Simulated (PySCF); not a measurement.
**Partial charges of `CCOC(=O)c1ccccc1F`**

C₉H₉FO₂.
Structure used (GFN2-xTB), in Å, numbered top down from 1:
```xyz
21
C9H9FO2 angstrom
C      3.514   -0.109   -0.412
C      2.766    0.117    0.895
O      1.391    0.421    0.669
C      0.575   -0.602    0.431
O      0.926   -1.757    0.397
C     -0.837   -0.182    0.207
C     -1.736   -1.156   -0.228
C     -3.061   -0.850   -0.463
C     -3.518    0.443   -0.263
C     -2.649    1.425    0.177
C     -1.320    1.109    0.407
F     -0.516    2.092    0.842
H      4.569   -0.256   -0.203
H      3.396    0.752   -1.066
H      3.128   -0.992   -0.914
H      2.833   -0.776    1.526
H      3.159    0.985    1.429
H     -1.356   -2.155   -0.375
H     -3.740   -1.618   -0.803
H     -4.553    0.690   -0.445
H     -2.981    2.438    0.347
```

Density: PBE0/pcSseg-1 (PySCF); schemes: Mulliken, IAO, Hirshfeld and ESP-fitted. Isolated species at its GFN2-xTB geometry (one conformer only).

Atoms with like bonding are taken together and averaged. At which atom do the 4 schemes differ most?

At C6: from -0.519 (Mulliken) to -0.039 e (Hirshfeld), 0.480 e apart.

Do the Mulliken, IAO, Hirshfeld and ESP-fitted schemes agree on where the charge is lowest?

The schemes don't all agree: Mulliken C6 (-0.519); IAO O5 (-0.480); Hirshfeld O5 (-0.249); ESP-fitted O5 (-0.499).

What partial charge does each atom carry?

In e; atoms taken as equivalent share a row and are averaged (×n: the atom named and its like, n in all):

```csv
atom,environment,Mulliken,IAO,Hirshfeld,ESP-fitted
C1,methyl carbon,-0.314,-0.434,-0.124,-0.303
C2,sp3 carbon bound to oxygen,+0.015,-0.058,+0.012,+0.239
O3,ester single-bonded oxygen,-0.470,-0.327,-0.094,-0.365
C4,ester carbonyl carbon,+0.671,+0.513,+0.204,+0.656
O5,ester carbonyl oxygen,-0.423,-0.480,-0.249,-0.499
C6,substituted aromatic carbon,-0.519,-0.105,-0.039,-0.226
C7,aromatic CH carbon,+0.046,-0.117,-0.033,-0.050
C8,aromatic CH carbon,-0.058,-0.164,-0.051,-0.216
C9,aromatic CH carbon,-0.045,-0.127,-0.032,-0.089
C10,aromatic CH carbon,-0.144,-0.193,-0.066,-0.285
C11,aromatic C–F carbon,+0.467,+0.309,+0.096,+0.360
F12,aryl fluorine,-0.260,-0.251,-0.074,-0.196
H13/H14/H15,methyl hydrogen,+0.126,+0.152,+0.044,+0.092
H16/H17,methylene hydrogen,+0.128,+0.152,+0.045,+0.033
H18,aromatic hydrogen,+0.096,+0.180,+0.054,+0.138
H19,aromatic hydrogen,+0.096,+0.160,+0.055,+0.161
H20,aromatic hydrogen,+0.100,+0.163,+0.059,+0.153
H21,aromatic hydrogen,+0.109,+0.172,+0.058,+0.182
```

Mean size of the charges over all atoms: IAO 0.215 e, Mulliken 0.213 e, ESP-fitted 0.212 e, Hirshfeld 0.073 e. Each set sums to the total charge, 0, to within 0.001 e. The Mulliken scheme counts on each atom the diagonal of the density matrix times the overlap matrix over that atom's basis functions.

How closely do the schemes follow one another over all atoms?

Correlation coefficient and root-mean-square difference: IAO with Hirshfeld 0.97, 0.160 e; Hirshfeld with ESP-fitted 0.94, 0.179 e; IAO with ESP-fitted 0.93, 0.099 e; Mulliken with ESP-fitted 0.92, 0.111 e; Mulliken with IAO 0.89, 0.126 e; Mulliken with Hirshfeld 0.88, 0.205 e.

Sum the charges by element, for elements with more than one atom.

```
element  atoms  Mulliken     IAO  Hirshfeld  ESP-fitted
      C      9    +0.118  -0.376     -0.032      +0.084
      O      2    -0.893  -0.807     -0.343      -0.864
      H      9    +1.035  +1.434     +0.449      +0.976
```

The run behind these numbers computed NMR shieldings as well. On an Arm Neoverse V1 with one thread (shared host), this took 63 s of wall time.
